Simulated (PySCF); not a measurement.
B$_{2}$GeH$_{6}$N, BGeH$_{4}$NO, CH$_{7}$BGeN, CH$_{5}$BGeN and others (calculated)

All values are calculated (PySCF 2.14.0). Calculation on a computer-drawn molecule: optimised geometry and harmonic frequencies of an isolated molecule of the commonest isotopes, restricted reference for singlets and unrestricted otherwise, frozen core in MP2; on germanium a core potential holds 10 electrons, which the energies leave out, and 3d is frozen in MP2 and coupled-cluster steps.

Common to all runs: basis and core potential on germanium cc-pVDZ-PP ECP10MDF.

```json
{"entry": 1, "formula": "B2GeH6N", "start_structure": {"atoms_angstrom": [["N", -1.8243, -1.3355, 0.8313], ["B", -0.9936, -1.0142, -0.2026], ["B", -0.7275, 0.3274, -0.9417], ["Ge", -0.0388, 1.8379, -1.9672], ["H", -1.9204, -2.2643, 1.1945], ["H", -2.4287, -0.7031, 1.3879], ["H", -0.4004, -1.8648, -0.7082], ["H", 1.3336, 2.1318, -1.9271], ["H", -0.3739, 1.7441, -3.4731], ["H", -0.7453, 3.1717, -1.5726]]}, "given": {"charge": 0, "multiplicity": 2, "method": "HF", "basis": "cc-pVDZ", "drawn_bonds_atom": [1, 2, 3, 1, 1, 2, 4, 4, 4], "drawn_bonds_other_atom": [2, 3, 4, 5, 6, 7, 8, 9, 10], "drawn_bonds_order": [1, 1, 1, 1, 1, 1, 1, 1, 1]}, "results": {"optimised_atom_element": ["N", "B", "B", "Ge", "H", "H", "H", "H", "H", "H"], "optimised_atom_x [angstrom]": [-1.769, -1.044, -0.8822, -0.09122, -1.841, -2.269, -0.4906, 1.388, -0.222, -0.8985], "optimised_atom_y [angstrom]": [-1.277, -1.166, 0.1953, 1.917, -2.136, -0.5256, -2.158, 2.146, 1.941, 3.094], "optimised_atom_z [angstrom]": [0.8981, -0.2923, -1.235, -2.039, 1.402, 1.324, -0.7068, -1.693, -3.567, -1.47], "modes_frequency [cm^-1]": [43.42, 66.55, 124.3, 325.7, 415.9, 503.3, 553.6, 593.3, 604.4, 903.8, 913.2, 941.0, 953.3, 972.4, 985.4, 1204, 1416, 1759, 2186, 2196, 2219, 2631, 3820, 3921], "modes_reduced_mass [dalton]": [1.253, 3.804, 2.553, 3.805, 2.238, 1.179, 1.159, 1.591, 1.558, 1.103, 1.162, 1.138, 1.031, 1.347, 2.017, 1.699, 3.648, 1.194, 1.023, 1.022, 1.013, 1.091, 1.05, 1.099], "rotational_constants [GHz]": [26.88, 1.28, 1.246], "total_energy [hartree]": -400.6520, "spin_squared": 0.7625, "convergence_status_largest_gradient_component [hartree/bohr]": 5.256e-06}}
{"entry": 2, "formula": "BGeH4NO", "start_structure": {"atoms_angstrom": [["N", -1.0083, 2.442, 0.0442], ["B", -0.3034, 1.3844, -0.5545], ["O", 0.0622, 0.2665, 0.0861], ["Ge", 0.44, -1.0938, 0.9632], ["H", -1.3068, 3.2784, -0.2711], ["H", -1.2535, 2.3193, 1.03], ["H", -0.1007, 1.5284, -1.636], ["H", -1.0039, -1.9392, 0.84]]}, "given": {"charge": 0, "multiplicity": 1, "method": "HF", "basis": "cc-pVDZ", "drawn_bonds_atom": [1, 2, 3, 1, 1, 2, 4], "drawn_bonds_other_atom": [2, 3, 4, 5, 6, 7, 8], "drawn_bonds_order": [1, 1, 1, 1, 1, 1, 1]}, "results": {"optimised_atom_element": ["N", "B", "O", "Ge", "H", "H", "H", "H"], "optimised_atom_x [angstrom]": [-0.8195, -0.6375, -0.2684, 0.05751, -1.086, -0.6898, -0.8091, -0.2211], "optimised_atom_y [angstrom]": [2.593, 1.218, 0.4383, -1.312, 3.205, 3.037, 0.74, -1.734], "optimised_atom_z [angstrom]": [0.03363, -0.1452, 0.9228, 1.116, -0.7057, 0.9189, -1.239, -0.3995], "modes_frequency [cm^-1]": [72.43, 186.9, 206.4, 356.8, 436.1, 653.1, 675.8, 855.0, 990.3, 1007, 1174, 1233, 1451, 1734, 1951, 2668, 3822, 3936], "modes_reduced_mass [dalton]": [3.87, 4.301, 1.282, 4.215, 1.215, 1.212, 3.051, 1.088, 1.868, 1.484, 1.497, 3.093, 3.123, 1.257, 1.023, 1.093, 1.051, 1.098], "rotational_constants [GHz]": [45.27, 1.743, 1.678], "total_energy [hartree]": -449.8027, "convergence_status_largest_gradient_component [hartree/bohr]": 1.048e-05}}
{"entry": 3, "formula": "CH7BGeN", "start_structure": {"atoms_angstrom": [["N", -0.362, -0.4853, -1.0115], ["C", 1.0554, 0.2307, -0.937], ["B", 0.9215, 1.6022, -0.2466], ["Ge", -0.5032, 2.5028, 0.7046], ["H", -0.2014, -1.4237, -1.4547], ["H", -0.9991, 0.1069, -1.6585], ["H", 1.4775, 0.2317, -1.9336], ["H", 1.6453, -0.4365, -0.371], ["H", -1.8493, 1.8001, 0.9449], ["H", -0.8975, 3.7941, -0.0115], ["H", -0.1035, 3.0238, 2.081]]}, "given": {"charge": 0, "multiplicity": 2, "method": "HF", "basis": "cc-pVDZ", "drawn_bonds_atom": [1, 2, 3, 1, 1, 2, 2, 4, 4, 4], "drawn_bonds_other_atom": [2, 3, 4, 5, 6, 7, 8, 9, 10, 11], "drawn_bonds_order": [1, 1, 1, 1, 1, 1, 1, 1, 1, 1]}, "results": {"optimised_atom_element": ["N", "C", "B", "Ge", "H", "H", "H", "H", "H", "H", "H"], "optimised_atom_x [angstrom]": [-0.1983, 0.9604, 0.8732, -0.5828, -0.05925, -1.017, 1.235, 1.841, -2.013, -0.4718, -0.3845], "optimised_atom_y [angstrom]": [-0.6136, 0.2282, 1.69, 2.656, -1.542, -0.2547, 0.2787, -0.2095, 2.265, 4.181, 2.268], "optimised_atom_z [angstrom]": [-0.7672, -1.057, -0.4975, 0.6303, -1.13, -1.23, -2.124, -0.5663, 0.2212, 0.5223, 2.103], "modes_frequency [cm^-1]": [51.0, 95.37, 118.2, 306.3, 418.2, 455.9, 498.0, 654.3, 736.8, 904.5, 953.9, 973.2, 989.0, 1008, 1156, 1206, 1377, 1488, 1543, 1791, 2182, 2199, 2219, 3086, 3151, 3711, 3787], "modes_reduced_mass [dalton]": [1.591, 1.387, 2.838, 1.147, 2.842, 1.268, 1.704, 2.126, 1.555, 1.04, 1.033, 1.036, 1.273, 4.506, 1.838, 1.351, 1.263, 1.521, 1.099, 1.087, 1.022, 1.023, 1.014, 1.071, 1.085, 1.052, 1.093], "rotational_constants [GHz]": [12.79, 1.848, 1.672], "total_energy [hartree]": -414.3713, "spin_squared": 0.7563, "convergence_status_largest_gradient_component [hartree/bohr]": 1.276e-05}}
{"entry": 4, "formula": "CH5BGeN", "start_structure": {"atoms_angstrom": [["N", -1.0936, -0.4081, 0.4866], ["B", -0.1065, -0.7554, -0.2736], ["C", 0.9685, -1.1271, -1.0974], ["Ge", 2.4176, -0.1174, -1.7546], ["H", -1.9479, -0.0763, 0.2207], ["H", -1.0531, -0.4703, 1.5228], ["H", 1.0094, -2.1876, -1.4378], ["H", 3.4148, -0.7027, -2.6646], ["H", 2.6007, 1.3755, -1.4728]]}, "given": {"charge": 1, "multiplicity": 1, "method": "HF", "basis": "cc-pVDZ", "drawn_bonds_atom": [1, 2, 3, 1, 1, 3, 4, 4], "drawn_bonds_other_atom": [2, 3, 4, 5, 6, 7, 8, 9], "drawn_bonds_order": [1, 1, 2, 1, 1, 1, 1, 1]}, "results": {"optimised_atom_element": ["N", "B", "C", "Ge", "H", "H", "H", "H", "H"], "optimised_atom_x [angstrom]": [-1.017, -0.0462, 1.005, 2.319, -1.886, -0.9591, 1.024, 3.426, 2.345], "optimised_atom_y [angstrom]": [-0.3367, -0.7903, -1.248, -0.1411, 0.02595, -0.3805, -2.284, -0.6268, 1.312], "optimised_atom_z [angstrom]": [0.499, -0.3027, -1.161, -1.728, 0.1489, 1.501, -1.485, -2.633, -1.309], "modes_frequency [cm^-1]": [122.4, 223.2, 377.5, 420.1, 462.5, 564.1, 607.3, 678.3, 770.8, 811.5, 939.8, 982.7, 1003, 1230, 1654, 1842, 2329, 2349, 3341, 3753, 3854], "modes_reduced_mass [dalton]": [4.32, 1.285, 1.189, 1.921, 2.994, 1.414, 1.362, 1.119, 1.095, 4.081, 1.039, 1.544, 1.825, 1.922, 1.192, 6.284, 1.016, 1.025, 1.088, 1.051, 1.098], "rotational_constants [GHz]": [23.77, 1.851, 1.734], "total_energy [hartree]": -413.0650, "convergence_status_largest_gradient_component [hartree/bohr]": 3.969e-05}}
{"entry": 5, "formula": "BClGeH3N", "start_structure": {"atoms_angstrom": [["N", -0.7789, 0.8374, -0.254], ["B", -0.8545, 2.0027, -0.7096], ["Cl", 0.5744, 3.0711, -0.433], ["Ge", -1.538, 3.7613, -1.6809], ["H", 0.0236, 0.4362, 0.2562], ["H", -1.5389, 0.0879, -0.3287], ["H", -2.1574, 4.1184, -0.2201]]}, "given": {"charge": 0, "multiplicity": 1, "method": "HF", "basis": "cc-pV(D+d)Z", "drawn_bonds_atom": [1, 2, 2, 1, 1, 4], "drawn_bonds_other_atom": [2, 3, 4, 5, 6, 7], "drawn_bonds_order": [1, 1, 1, 1, 1, 1]}, "results": {"optimised_atom_element": ["N", "B", "Cl", "Ge", "H", "H", "H"], "optimised_atom_x [angstrom]": [-0.7628, -0.5968, 1.019, -1.879, -0.0444, -1.611, -2.394], "optimised_atom_y [angstrom]": [0.8504, 2.172, 2.932, 3.525, 0.3249, 0.3445, 4.167], "optimised_atom_z [angstrom]": [-0.2581, -0.6378, -0.3088, -1.659, 0.1995, -0.4011, -0.305], "modes_frequency [cm^-1]": [104.5, 220.0, 257.1, 336.2, 454.3, 523.7, 614.6, 716.5, 738.3, 1098, 1388, 1742, 2002, 3800, 3911], "modes_reduced_mass [dalton]": [15.21, 1.06, 4.548, 2.257, 5.915, 1.235, 1.142, 1.64, 2.185, 1.761, 4.347, 1.232, 1.021, 1.051, 1.098], "rotational_constants [GHz]": [5.627, 1.773, 1.366], "total_energy [hartree]": -833.8202, "convergence_status_largest_gradient_component [hartree/bohr]": 8.784e-06}}
{"entry": 6, "formula": "BClGeH3N", "start_structure": {"atoms_angstrom": [["N", -0.7628, 0.8504, -0.2581], ["B", -0.5968, 2.1717, -0.6378], ["Cl", 1.0187, 2.9319, -0.3088], ["Ge", -1.8793, 3.525, -1.6588], ["H", -0.0444, 0.3249, 0.1995], ["H", -1.6114, 0.3445, -0.4011], ["H", -2.3937, 4.1666, -0.305]]}, "given": {"charge": 0, "multiplicity": 1, "method": "MP2", "basis": "cc-pV(D+d)Z", "drawn_bonds_atom": [1, 2, 2, 1, 1, 4], "drawn_bonds_other_atom": [2, 3, 4, 5, 6, 7], "drawn_bonds_order": [1, 1, 1, 1, 1, 1]}, "results": {"optimised_atom_element": ["N", "B", "Cl", "Ge", "H", "H", "H"], "optimised_atom_x [angstrom]": [-0.7659, -0.6618, 0.9003, -1.817, -0.01473, -1.606, -2.305], "optimised_atom_y [angstrom]": [0.814, 2.148, 3.007, 3.58, 0.3202, 0.2652, 4.18], "optimised_atom_z [angstrom]": [-0.2534, -0.6437, -0.3351, -1.678, 0.2209, -0.3952, -0.2856], "modes_frequency [cm^-1]": [69.76, 246.1, 262.6, 333.3, 448.5, 486.5, 598.8, 661.2, 706.2, 1021, 1364, 1611, 1960, 3610, 3739], "modes_reduced_mass [dalton]": [16.64, 3.634, 1.442, 1.544, 5.57, 1.255, 1.18, 1.262, 2.886, 1.915, 3.485, 1.332, 1.021, 1.051, 1.097], "rotational_constants [GHz]": [5.373, 1.912, 1.43], "total_energy [hartree]": -834.2837, "convergence_status_largest_gradient_component [hartree/bohr]": 2.868e-05}}
{"entry": 7, "formula": "BGeH4NO", "start_structure": {"atoms_angstrom": [["N", -0.1415, -0.9207, -1.5067], ["B", -0.6044, 0.0176, -0.4146], ["O", -1.1969, 1.2784, -0.8717], ["Ge", -0.6094, -0.1001, 1.6234], ["H", 0.3169, -1.7371, -1.2637], ["H", -0.1524, -0.6249, -2.4296], ["H", -1.1538, 1.4313, -1.8038], ["H", 1.0344, 0.1453, 1.73]]}, "given": {"charge": 0, "multiplicity": 1, "method": "HF", "basis": "cc-pVDZ", "drawn_bonds_atom": [1, 2, 2, 1, 1, 3, 4], "drawn_bonds_other_atom": [2, 3, 4, 5, 6, 7, 8], "drawn_bonds_order": [1, 1, 1, 1, 1, 1, 1]}, "results": {"optimised_atom_element": ["N", "B", "O", "Ge", "H", "H", "H", "H"], "optimised_atom_x [angstrom]": [-0.1542, -0.5616, -1.094, -0.5222, 0.2437, -0.1987, -1.144, 0.9237], "optimised_atom_y [angstrom]": [-0.8721, 0.04951, 1.27, -0.2884, -1.761, -0.6906, 1.442, 0.3399], "optimised_atom_z [angstrom]": [-1.487, -0.5037, -0.8392, 1.611, -1.272, -2.471, -1.769, 1.794], "modes_frequency [cm^-1]": [143.6, 159.6, 280.5, 340.7, 368.7, 475.4, 539.7, 611.3, 738.7, 949.5, 1071, 1312, 1398, 1748, 1984, 3794, 3912, 4121], "modes_reduced_mass [dalton]": [1.125, 4.415, 6.348, 1.487, 1.307, 1.052, 2.664, 1.29, 1.59, 1.45, 1.694, 2.723, 5.438, 1.198, 1.021, 1.054, 1.094, 1.066], "rotational_constants [GHz]": [9.41, 2.417, 1.96], "total_energy [hartree]": -449.7632, "convergence_status_largest_gradient_component [hartree/bohr]": 1.23e-05}}
{"entry": 8, "formula": "BClGeH4N", "start_structure": {"atoms_angstrom": [["N", -1.5441, 1.4017, 0.9315], ["B", -1.9071, 0.3094, 0.247], ["Ge", -1.0447, -0.4496, -1.3935], ["Cl", 0.6852, 0.6693, -2.1253], ["H", -0.7328, 2.0272, 0.5351], ["H", -1.9253, 1.7594, 1.757], ["H", -1.8761, -0.6666, -2.6169], ["H", -0.4216, -1.8998, -1.312]]}, "given": {"charge": 0, "multiplicity": 2, "method": "HF", "basis": "cc-pV(D+d)Z", "drawn_bonds_atom": [1, 2, 3, 1, 1, 3, 3], "drawn_bonds_other_atom": [2, 3, 4, 5, 6, 7, 8], "drawn_bonds_order": [1, 1, 1, 1, 1, 1, 1]}, "results": {"optimised_atom_element": ["N", "B", "Ge", "Cl", "H", "H", "H", "H"], "optimised_atom_x [angstrom]": [-1.489, -1.886, -1.029, 0.6509, -0.7195, -1.936, -1.957, -0.3997], "optimised_atom_y [angstrom]": [1.421, 0.2711, -0.5461, 0.7589, 1.98, 1.781, -0.5946, -1.92], "optimised_atom_z [angstrom]": [0.8822, 0.2495, -1.441, -2.06, 0.5617, 1.702, -2.652, -1.22], "modes_frequency [cm^-1]": [88.2, 127.1, 305.2, 389.4, 408.0, 530.5, 601.1, 641.8, 712.9, 821.3, 948.7, 1034, 1432, 1736, 2243, 2252, 3761, 3871], "modes_reduced_mass [dalton]": [6.212, 2.941, 5.128, 39.42, 1.063, 4.95, 1.166, 1.291, 1.076, 1.048, 1.026, 1.406, 4.025, 1.26, 1.025, 1.016, 1.052, 1.096], "rotational_constants [GHz]": [4.464, 2.545, 1.654], "total_energy [hartree]": -834.3812, "spin_squared": 0.7618, "convergence_status_largest_gradient_component [hartree/bohr]": 2.144e-05}}
```
